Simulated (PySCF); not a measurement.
phosphoric acid (H$_{3}$O$_{4}$P), singlet, at a GFN2-xTB geometry. Base run: HF/STO-3G (PySCF).

Here is a job for PySCF.
```python
from pyscf import gto, scf

mol = gto.M(
    atom='''
O     0.49639997    0.07749188    1.46274063
P     0.07763513   -0.00187854   -0.06678288
O     1.18776102   -0.02874031   -1.02172942
O    -0.88586825   -1.26330432   -0.10643158
O    -0.92691551    1.21766505   -0.22393643
H     1.27103163    0.62878945    1.55130795
H    -0.37287092   -2.04878771   -0.28441190
H    -1.03370548    1.42327804   -1.15029845
''',
    basis='sto-3g',
    verbose=5,
)

mf = scf.RHF(mol)
mf.kernel()
mf.analyze()
```

The base run was repeated with changes; each row names its change, and settings that it needs were set with it.

| change | E (Eh) | HOMO (eV) | HOMO-LUMO gap (eV) | dipole (D) | core-seconds (rough) | outcome |
|---|---|---|---|---|---|---|
| base | -633.88864 | -7.77 | 19.72 | 0.12 | 0.7 | converged |
| functional = wb97m_v | - | - | - | - | - | cut at the time limit |
| functional = b3lyp; dispersion = d3bjm | (withheld) | (withheld) | (withheld) | 0.38 | 5 | converged |
| functional = r2scan | -635.72595 | -1.90 | 7.46 | 0.36 | 6 | converged |
| functional = blyp | -635.68621 | -1.35 | 6.62 | 0.40 | 4 | converged |
| functional = pbe; dispersion = d3bjm | -635.35776 | -1.47 | 6.67 | 0.41 | 4 | converged |
| functional = pbe | -635.34930 | -1.47 | 6.67 | 0.41 | 5 | converged |
| functional = camb3lyp | -635.68187 | -4.66 | 12.48 | 0.39 | 8 | converged |
| functional = mn12l | -634.50785 | -1.99 | 8.84 | 0.32 | 6 | converged |
| functional = wb97x | -635.78022 | -5.70 | 14.69 | 0.38 | 6 | converged |
| functional = blyp; dispersion = d3bj | -635.69847 | -1.35 | 6.62 | 0.40 | 4 | converged |
| functional = lc_wpbe | (withheld) | (withheld) | (withheld) | (withheld) | 8 | converged |
| functional = blyp; dispersion = d3bjm | (withheld) | -1.35 | 6.62 | 0.40 | 5 | converged |

Problem. Complete the blanks.

Solution. 
- functional = b3lyp; dispersion = d3bjm, E (Eh): -635.82414
- functional = b3lyp; dispersion = d3bjm, HOMO (eV): -2.97
- functional = b3lyp; dispersion = d3bjm, HOMO-LUMO gap (eV): 9.12
- functional = lc_wpbe, E (Eh): -635.52103
- functional = lc_wpbe, HOMO (eV): -6.04
- functional = lc_wpbe, HOMO-LUMO gap (eV): 15.17
- functional = lc_wpbe, dipole (D): 0.43
- functional = blyp; dispersion = d3bjm, E (Eh): -635.70340

Total energies compare only within one method and basis.
